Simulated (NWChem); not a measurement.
System: CH₄BClO; SMILES ClB(C)O

NWChem input:

```
start job
memory heap 200 mb stack 900 mb global 1100 mb
geometry units angstroms noautoz
  B      0.097110    -0.443373    -0.001260
  Cl    -0.070548     1.339058     0.001135
  C     -1.171569    -1.352848    -0.001085
  H     -1.780986    -1.156594     0.896111
  H     -0.912108    -2.420408    -0.026971
  H     -1.814901    -1.118988    -0.864457
  O      1.337523    -0.965340    -0.000530
  H      2.030665    -0.295000     0.001737
end
basis spherical
  * library 6-31g*
end
dft
  xc m06-l
  grid xcoarse
  iterations 150
  mulliken
end
task dft gradient
```

Output (shortened):

```
             Northwest Computational Chemistry Package (NWChem) 7.3.0
             --------------------------------------------------------

 C1  symmetry detected

                             Geometry "geometry" -> ""
                             -------------------------

 Output coordinates in angstroms (scale by  1.889725989 to convert to a.u.)

  No.       Tag          Charge          X              Y              Z
 ---- ---------------- ---------- -------------- -------------- --------------
    1 B                    5.0000     0.08596036    -0.43611689    -0.00115523
    2 Cl                  17.0000    -0.08513886     1.34598836    -0.00007426
    3 C                    6.0000    -1.18096024    -1.34803939    -0.00030250
    4 H                    1.0000    -1.79075152    -1.15230059     0.89675174
    5 H                    1.0000    -0.91943857    -2.41511524    -0.02540232
    6 H                    1.0000    -1.82474598    -1.11605898    -0.86384335
    7 O                    8.0000     1.32737887    -0.95568723    -0.00004680
    8 H                    1.0000     2.01922529    -0.28400866     0.00172197

 Effective nuclear repulsion energy (a.u.)     142.0902682423

                                 NWChem DFT Module
                                 -----------------

 Summary of "ao basis" -> "ao basis" (spherical)
 ------------------------------------------------------------------------------
       Tag                 Description            Shells   Functions and Types
 ---------------- ------------------------------  ------  ---------------------
 B                           6-31g*                  6       14   3s2p1d
 Cl                          6-31g*                  8       18   4s3p1d
 C                           6-31g*                  6       14   3s2p1d
 H                           6-31g*                  2        2   2s
 O                           6-31g*                  6       14   3s2p1d

            General Information
            -------------------
          SCF calculation type: DFT
          Wavefunction type:  closed shell.
          No. of atoms     :     8
          No. of electrons :    40
           Alpha electrons :    20
            Beta electrons :    20
          Charge           :     0
          Spin multiplicity:     1
          Use of symmetry is: off; symmetry adaption is: off
          Maximum number of iterations: 150
          AO basis - number of functions:    68
                     number of shells:    34
          Convergence on energy requested:  1.00D-06
          Convergence on density requested:  1.00D-05
          Convergence on gradient requested:  5.00D-04

              XC Information
              --------------
                        M06-L Method XC Functional
                         M06-L Exchange Functional  1.000
                       M06-L Correlation Potential  1.000

             Grid Information
             ----------------
          Grid used for XC integration:  xcoarse
          Radial quadrature: Mura-Knowles
          Angular quadrature: Lebedev.
          Tag              B.-S. Rad. Rad. Pts. Rad. Cut. Ang. Pts.
          ---              ---------- --------- --------- ---------
          B                   0.85       21           7.0       194
          Cl                  1.00       42           9.0       194
          C                   0.70       21           8.0       194
          H                   0.35       21          10.0       194
          O                   0.60       21           8.0       194
          Grid pruning is: on
          Number of quadrature shells:   189
          Spatial weights used:  Erf1

      Superposition of Atomic Density Guess
      -------------------------------------

 Sum of atomic energies:        -598.38420775

      Non-variational initial energy
      ------------------------------

 Total energy =    -600.103298
 1-e energy   =   -1105.161929
 2-e energy   =     362.968363
 HOMO         =      -0.398410
 LUMO         =       0.078077

     ---------------------------------------------
      Total Density - Mulliken Population Analysis
     ---------------------------------------------

    Atom       Charge   Shell Charges
 -----------   ------   -------------------------------------------------------
    1 B    5     4.19   2.00  0.56  0.98  0.33  0.23  0.10
    2 Cl  17    17.35   2.00  2.00  5.98  1.38  3.71  0.55  1.72  0.01
    3 C    6     6.92   2.00  0.72  2.12  0.69  1.36  0.02
    4 H    1     0.74   0.45  0.29
    5 H    1     0.76   0.46  0.30
    6 H    1     0.74   0.45  0.29
    7 O    8     8.85   2.00  0.93  3.12  0.88  1.90  0.01
    8 H    1     0.46   0.35  0.10

   convergence    iter        energy       DeltaE   RMS-Dens  Diis-err
 ---------------- ----- ----------------- --------- --------- ---------
 d= 0,ls=0.0,diis     1   -600.7839631282 -7.43D+02  1.57D-02  5.40D-01
 d= 0,ls=0.0,diis     2   -600.7332795820  5.07D-02  9.70D-03  1.17D+00
 d= 0,ls=0.0,diis     3   -600.8482984160 -1.15D-01  2.55D-03  4.78D-02
 d= 0,ls=0.0,diis     4   -600.8521066468 -3.81D-03  1.27D-03  7.46D-03
 d= 0,ls=0.0,diis     5   -600.8510079637  1.10D-03  4.15D-04  4.30D-04
  Resetting Diis
 d= 0,ls=0.0,diis     6   -600.8510854325 -7.75D-05  3.62D-04  4.67D-05
 d= 0,ls=0.0,diis     7   -600.8510979395 -1.25D-05  6.26D-05  5.85D-06
 d= 0,ls=0.0,diis     8   -600.8510978484  9.11D-08  3.23D-05  6.83D-06
 d= 0,ls=0.0,diis     9   -600.8510986971 -8.49D-07  7.33D-06  3.65D-07

         Total DFT energy =     -600.851098697110
      One electron energy =    -1108.529254493167
           Coulomb energy =      413.498202459303
    Exchange-Corr. energy =      -47.910314905561
 Nuclear repulsion energy =      142.090268242316

 Numeric. integr. density =       39.999959243753

                       DFT Final Molecular Orbital Analysis
                       ------------------------------------

 Vector   18  Occ=2.000000D+00  E=-3.106247D-01
              MO Center=  5.6D-02, -4.2D-01, -4.2D-04, r^2= 3.3D+00
   Bfn.  Coefficient  Atom+Function         Bfn.  Coefficient  Atom+Function
  ----- ------------  ---------------      ----- ------------  ---------------
    22      0.389572  2 Cl py                56      0.338546  7 O  py
    60      0.240680  7 O  py                 4     -0.231991  1 B  py
    35      0.232571  3 C  px                26      0.191537  2 Cl py
    36      0.186365  3 C  py                39      0.158691  3 C  px
    18     -0.152044  2 Cl py                58     -0.147204  7 O  s

 Vector   19  Occ=2.000000D+00  E=-2.960830D-01
              MO Center=  2.2D-01,  8.1D-01,  1.3D-04, r^2= 2.3D+00
   Bfn.  Coefficient  Atom+Function         Bfn.  Coefficient  Atom+Function
  ----- ------------  ---------------      ----- ------------  ---------------
    23      0.641801  2 Cl pz                27      0.356769  2 Cl pz
    57     -0.310223  7 O  pz                19     -0.250789  2 Cl pz
    61     -0.240113  7 O  pz                41     -0.033155  3 C  pz
    37     -0.030071  3 C  pz                11      0.027835  1 B  d -1

 Vector   20  Occ=2.000000D+00  E=-2.824621D-01
              MO Center= -9.6D-02,  8.7D-01, -5.7D-04, r^2= 2.4D+00
   Bfn.  Coefficient  Atom+Function         Bfn.  Coefficient  Atom+Function
  ----- ------------  ---------------      ----- ------------  ---------------
    21      0.660548  2 Cl px                25      0.367999  2 Cl px
    17     -0.257686  2 Cl px                36      0.144194  3 C  py
    56     -0.143626  7 O  py                 3     -0.106897  1 B  px
    60     -0.103072  7 O  py                22      0.098446  2 Cl py
    35      0.095905  3 C  px                40      0.091028  3 C  py

 Vector   21  Occ=0.000000D+00  E=-7.127141D-03
              MO Center= -3.8D-03, -4.2D-01, -1.3D-04, r^2= 2.4D+00
   Bfn.  Coefficient  Atom+Function         Bfn.  Coefficient  Atom+Function
  ----- ------------  ---------------      ----- ------------  ---------------
     9      0.596867  1 B  pz                 5      0.565651  1 B  pz
    61     -0.322207  7 O  pz                48     -0.301436  4 H  s
    52      0.290105  6 H  s                 57     -0.281871  7 O  pz
    27     -0.234062  2 Cl pz                23     -0.211104  2 Cl pz
    47     -0.117348  4 H  s                 51      0.113814  6 H  s

 Vector   22  Occ=0.000000D+00  E= 7.097370D-02
              MO Center=  1.5D+00, -1.7D-01, -9.8D-04, r^2= 3.4D+00
   Bfn.  Coefficient  Atom+Function         Bfn.  Coefficient  Atom+Function
  ----- ------------  ---------------      ----- ------------  ---------------
    68      1.239059  8 H  s                 58     -0.811547  7 O  s
    24      0.527893  2 Cl s                  8     -0.487656  1 B  py
    26     -0.433649  2 Cl py                 6     -0.403565  1 B  s
    38     -0.365206  3 C  s                 52      0.297179  6 H  s
    59     -0.294749  7 O  px                48      0.276593  4 H  s

[...]

                         DFT ENERGY GRADIENTS

    atom               coordinates                        gradient
                 x          y          z           x          y          z
   1 B       0.162442  -0.824141  -0.002183    0.001614   0.003444   0.000024
   2 Cl     -0.160889   2.543549  -0.000140    0.000778  -0.002978  -0.000001
   3 C      -2.231691  -2.547425  -0.000572    0.001791   0.000414   0.000020
   4 H      -3.384030  -2.177532   1.694615   -0.002694   0.001687   0.005636
   5 H      -1.737487  -4.563906  -0.048003    0.002160  -0.006058  -0.000292
   6 H      -3.448270  -2.109046  -1.632427   -0.003076   0.002030  -0.005421
   7 O       2.508382  -1.805987  -0.000088    0.000672   0.003302   0.000029
   8 H       3.815783  -0.536699   0.003254   -0.001244  -0.001841   0.000006
```

Level: M06-L/6-31G* (spherical d). All runs use the structure optimised with PBE0/def2-SVP.
